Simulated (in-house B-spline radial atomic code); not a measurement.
## Tb III (Tb2+): [Kr] 4d9 4f9 5s2 5p6 6g1 (an excited or competing configuration)

Computed with an all-electron radial atomic-structure program (B-spline basis): Dirac-Hartree-Fock, average of configuration, Fermi nucleus of rms radius 5.06 fm.

Effective charges: Z_r = [3n² - l(l+1)]/(2<r>) from the radius, Z_e = n√(-2ε) from the energy, and Slater's rules. Values are occupation-weighted means over j. An effective charge above Z reflects the relativistic contraction of the inner shells.

| shell | electrons | ε (eV) | <r> (bohr) | Z_r | Z_e | Slater |
| --- | --- | --- | --- | --- | --- | --- |
| 1s | 2 | -52342 | 0.0215 | 69.76 | 62.02 | 64.70 |
| 2s | 2 | -8827.5 | 0.09087 | 66.03 | 50.94 | 60.85 |
| 2p | 6 | -7870.9 | 0.08058 | 62.05 | 48.10 | 60.85 |
| 3s | 2 | -2036.2 | 0.2381 | 56.71 | 36.70 | 53.75 |
| 3p | 6 | -1732.2 | 0.2367 | 52.80 | 33.85 | 53.75 |
| 3d | 10 | -1321.4 | 0.2164 | 48.51 | 29.56 | 43.85 |
| 4s | 2 | -452.89 | 0.5406 | 44.40 | 23.08 | 37.25 |
| 4p | 6 | -348.98 | 0.5713 | 40.26 | 20.26 | 37.25 |
| 4d | 9 | -202.05 | 0.6217 | 33.78 | 15.41 | 26.20 |
| 5s | 2 | -85.743 | 1.317 | 28.47 | 12.55 | 12.45 |
| 5p | 6 | -57.283 | 1.509 | 24.19 | 10.26 | 12.45 |
| 4f | 9 | -43.789 | 0.7973 | 22.58 | 7.18 | 17.20 |
| 6g | 1 | -3.4035 | 14.65 | 3.00 | 3.00 | - |

The least bound orbital is 6g7/2 at -3.404 eV, and it is also the most diffuse (<r> = 14.65 bohr). The part-filled 4d shell lies below the filled 5p shell in orbital energy.

Spin-orbit splittings of the orbital energies (j = l + 1/2 above j = l - 1/2 when positive): 2p 748.7 eV, 3p 157.7 eV, 3d 34 eV, 4p 35.53 eV, 4d 6.538 eV, 5p 5.151 eV, 4f 0.8896 eV, 6g -7.797e-05 eV.

For the 1s electron the small component carries 5.88 % of the norm, the zero-frequency Breit interaction raises the level by 158.7 eV, self-energy by 95.39 eV, and vacuum polarisation lowers it by 15.78 eV.
